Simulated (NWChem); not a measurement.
System: TiSCl₂; SMILES [S]=[Ti]([Cl])[Cl]

NWChem printed, in part:

```
             Northwest Computational Chemistry Package (NWChem) 7.3.0
             --------------------------------------------------------

 CS  symmetry detected

                             Geometry "geometry" -> ""
                             -------------------------

 Output coordinates in angstroms (scale by  1.889725989 to convert to a.u.)

  No.       Tag          Charge          X              Y              Z
 ---- ---------------- ---------- -------------- -------------- --------------
    1 Ti                  22.0000     0.02705892     0.18547668     0.00000000
    2 S                   16.0000     2.05720308    -0.08660955     0.00000000
    3 Cl                  17.0000    -0.98560428    -0.07925689    -1.95163821
    4 Cl                  17.0000    -0.98560428    -0.07925689     1.95163821

 Effective nuclear repulsion energy (a.u.)     388.4882222893

      Symmetry information
      --------------------

 Group name             Cs
 Group number              2
 Group order               2
 No. of unique centers     3

  pbe96 is a nonlocal functional; adding pw91lda local functional.

                                 NWChem DFT Module
                                 -----------------

 Summary of "ao basis" -> "ao basis" (spherical)
 ------------------------------------------------------------------------------
       Tag                 Description            Shells   Functions and Types
 ---------------- ------------------------------  ------  ---------------------
 Ti                          6-31g*                 12       34   5s4p2d1f
 S                           6-31g*                  8       18   4s3p1d
 Cl                          6-31g*                  8       18   4s3p1d

      Symmetry analysis of basis
      --------------------------

        a'         54
        a"         34

            General Information
            -------------------
          SCF calculation type: DFT
          Wavefunction type:  closed shell.
          No. of atoms     :     4
          No. of electrons :    72
           Alpha electrons :    36
            Beta electrons :    36
          Charge           :     0
          Spin multiplicity:     1
          Use of symmetry is: on ; symmetry adaption is: on
          Maximum number of iterations: 150
          AO basis - number of functions:    88
                     number of shells:    36
          Convergence on energy requested:  1.00D-06
          Convergence on density requested:  1.00D-05
          Convergence on gradient requested:  5.00D-04

              XC Information
              --------------
          PerdewBurkeErnzerhof Exchange Functional  1.000
            Perdew 1991 LDA Correlation Functional  1.000 local
           PerdewBurkeErnz. Correlation Functional  1.000 non-local

             Grid Information
             ----------------
          Grid used for XC integration:  medium
          Radial quadrature: Mura-Knowles
          Angular quadrature: Lebedev.
          Tag              B.-S. Rad. Rad. Pts. Rad. Cut. Ang. Pts.
          ---              ---------- --------- --------- ---------
          Ti                  1.40      112           9.0       590
          S                   1.00       88          10.0       590
          Cl                  1.00       88          10.0       590
          Grid pruning is: on
          Number of quadrature shells:   288
          Spatial weights used:  Erf1

      Superposition of Atomic Density Guess
      -------------------------------------

 Sum of atomic energies:       -2164.65805597

      Non-variational initial energy
      ------------------------------

 Total energy =   -2164.842519
 1-e energy   =   -3756.719339
 2-e energy   =    1203.388598
 HOMO         =      -0.353640
 LUMO         =      -0.054839

      Symmetry analysis of molecular orbitals - initial
      -------------------------------------------------

  Numbering of irreducible representations:

     1 a'          2 a"

  Orbital symmetries:

     1 a'          2 a'          3 a"          4 a'          5 a'
     6 a'          7 a"          8 a'          9 a'         10 a"
    11 a'         12 a'         13 a"         14 a'         15 a'
    16 a"         17 a"         18 a'         19 a"         20 a'
    21 a'         22 a'         23 a"         24 a'         25 a'
    26 a"         27 a'         28 a'         29 a"         30 a'
    31 a'         32 a"         33 a"         34 a'         35 a'
    36 a"         37 a'         38 a'         39 a"         40 a'
    41 a'         42 a"         43 a"         44 a'         45 a'
    46 a'

     ---------------------------------------------
      Total Density - Mulliken Population Analysis
     ---------------------------------------------

    Atom       Charge   Shell Charges
 -----------   ------   -------------------------------------------------------
    1 Ti  22    19.52   2.00  2.00  6.00  2.01  6.01  0.40  0.38  0.01  0.01  0.20  0.49  0.01
    2 S   16    17.25   2.00  2.00  5.98  1.37  3.58  0.52  1.78  0.01
    3 Cl  17    17.61   2.00  2.00  5.98  1.39  3.84  0.55  1.84  0.01
    4 Cl  17    17.61   2.00  2.00  5.98  1.39  3.84  0.55  1.84  0.01

   convergence    iter        energy       DeltaE   RMS-Dens  Diis-err
 ---------------- ----- ----------------- --------- --------- ---------
 d= 0,ls=0.0,diis     1  -2166.6513095672 -2.56D+03  6.87D-02  2.54D+00
 d= 0,ls=0.5,diis     2  -2144.9611799287  2.17D+01  1.13D-02  1.28D+02
 d= 0,ls=0.5,diis     3  -2148.1521529901 -3.19D+00  2.82D-03  1.22D+02
 d= 0,ls=0.5,diis     4  -2148.3176390809 -1.65D-01  1.89D-03  1.22D+02
 d= 0,ls=0.5,diis     5  -2148.8826301400 -5.65D-01  3.31D-03  1.21D+02
 d= 0,ls=0.5,diis     6  -2149.2059603214 -3.23D-01  1.94D-03  1.20D+02
 d= 0,ls=0.5,diis     7  -2149.5019308488 -2.96D-01  1.31D-03  1.20D+02
 d= 0,ls=0.5,diis     8  -2149.4394771306  6.25D-02  1.11D-03  1.21D+02
 d= 0,ls=0.5,diis     9  -2149.1490158740  2.90D-01  2.51D-03  1.21D+02
 d= 0,ls=0.5,diis    10  -2149.7481527806 -5.99D-01  1.62D-03  1.19D+02
 d= 0,ls=0.5,diis    11  -2149.9331658480 -1.85D-01  1.91D-01  1.19D+02
 d= 0,ls=0.5,diis    12  -2138.0448221448  1.19D+01  1.77D-01  1.24D+02
 d= 0,ls=0.5,diis    13  -2166.6255311500 -2.86D+01  2.08D-02  4.02D+00
 d= 0,ls=0.5,diis    14  -2167.2463314934 -6.21D-01  6.52D-03  5.49D-01
 d= 0,ls=0.5,diis    15  -2167.3265182273 -8.02D-02  2.37D-03  3.02D-02
  Resetting Diis
 d= 0,ls=0.5,diis    16  -2167.3358701951 -9.35D-03  1.34D-03  7.62D-03
 d= 0,ls=0.5,diis    17  -2167.3390616637 -3.19D-03  7.99D-04  2.68D-03
 d= 0,ls=0.5,diis    18  -2167.3404668742 -1.41D-03  5.52D-04  1.18D-03
 d= 0,ls=0.5,diis    19  -2167.3411028370 -6.36D-04  3.85D-04  8.78D-04
 d= 0,ls=0.5,diis    20  -2167.3414733282 -3.70D-04  2.70D-04  4.24D-04
 d= 0,ls=0.5,diis    21  -2167.3416758232 -2.02D-04  1.99D-04  2.21D-04
 d= 0,ls=0.5,diis    22  -2167.3417920461 -1.16D-04  1.52D-04  1.20D-04
 d= 0,ls=0.5,diis    23  -2167.3418599356 -6.79D-05  1.13D-04  6.48D-05
 d= 0,ls=0.5,diis    24  -2167.3418989883 -3.91D-05  8.66D-05  4.05D-05
 d= 0,ls=0.5,diis    25  -2167.3419229294 -2.39D-05  6.76D-05  2.48D-05
 d= 0,ls=0.5,diis    26  -2167.3419373392 -1.44D-05  5.30D-05  1.69D-05
 d= 0,ls=0.5,diis    27  -2167.3419464413 -9.10D-06  4.18D-05  1.12D-05
 d= 0,ls=0.5,diis    28  -2167.3419523137 -5.87D-06  3.36D-05  7.03D-06
 d= 0,ls=0.5,diis    29  -2167.3419560798 -3.77D-06  2.65D-05  4.34D-06
 d= 0,ls=0.5,diis    30  -2167.3419584900 -2.41D-06  2.12D-05  2.81D-06
 d= 0,ls=0.5,diis    31  -2167.3419600546 -1.56D-06  1.73D-05  1.89D-06
 d= 0,ls=0.5,diis    32  -2167.3419610802 -1.03D-06  1.40D-05  1.33D-06
 d= 0,ls=0.5,diis    33  -2167.3419617666 -6.86D-07  1.15D-05  9.32D-07
 d= 0,ls=0.5,diis    34  -2167.3419622357 -4.69D-07  9.43D-06  6.12D-07

         Total DFT energy =    -2167.341962552023
      One electron energy =    -3759.220245274544
           Coulomb energy =     1326.941982622970
    Exchange-Corr. energy =     -123.551922189700
 Nuclear repulsion energy =      388.488222289251

 Numeric. integr. density =       72.000000211392

                  Occupations of the irreducible representations
                  ----------------------------------------------

                     irrep           alpha         beta
                     --------     --------     --------
                     a'               23.0         23.0
                     a"               13.0         13.0

                       DFT Final Molecular Orbital Analysis
                       ------------------------------------

 Vector   34  Occ=2.000000D+00  E=-2.819300D-01  Symmetry=a'
              MO Center=  1.5D+00, -4.4D-02,  1.6D-13, r^2= 2.9D+00
   Bfn.  Coefficient  Atom+Function         Bfn.  Coefficient  Atom+Function
  ----- ------------  ---------------      ----- ------------  ---------------
    41      0.587364  2 S  px                45      0.243865  2 S  px
    37     -0.229113  2 S  px                22     -0.197899  1 Ti d  2
    18      0.157982  1 Ti d -2              44      0.147766  2 S  s
     7      0.145842  1 Ti px                20      0.146140  1 Ti d  0
    10      0.137806  1 Ti s                 27     -0.117248  1 Ti d  2

 Vector   35  Occ=2.000000D+00  E=-2.748365D-01  Symmetry=a'
              MO Center=  1.4D+00, -2.2D-02, -7.1D-15, r^2= 2.3D+00
   Bfn.  Coefficient  Atom+Function         Bfn.  Coefficient  Atom+Function
  ----- ------------  ---------------      ----- ------------  ---------------
    42      0.570742  2 S  py                46      0.309180  2 S  py
    18      0.258875  1 Ti d -2              38     -0.220849  2 S  py
    23      0.192772  1 Ti d -2              22      0.130924  1 Ti d  2
    12      0.092875  1 Ti py                41     -0.088506  2 S  px
    27      0.087813  1 Ti d  2              61     -0.085952  3 Cl pz

[...]
```

Level: PBE/6-31G* (spherical d). Geometry: optimised at B3LYP/6-31G* (spherical d).

**Question.** Which NWChem input produces such a log?

**Answer.** This is not unique; one that fits is the input that was run:
```
start job
memory heap 200 mb stack 900 mb global 1100 mb
geometry units angstroms noautoz
  Ti     0.026360    -0.000068     0.152595
  S      2.056065    -0.004997    -0.122704
  Cl    -0.991438    -1.949265    -0.110428
  Cl    -0.981998     1.954000    -0.110643
end
basis spherical
  Ti library 6-31g*
  S library 6-31g*
  Cl library 6-31g*
end
dft
  xc xpbe96 cpbe96
  iterations 150
  mulliken
end
task dft energy
```
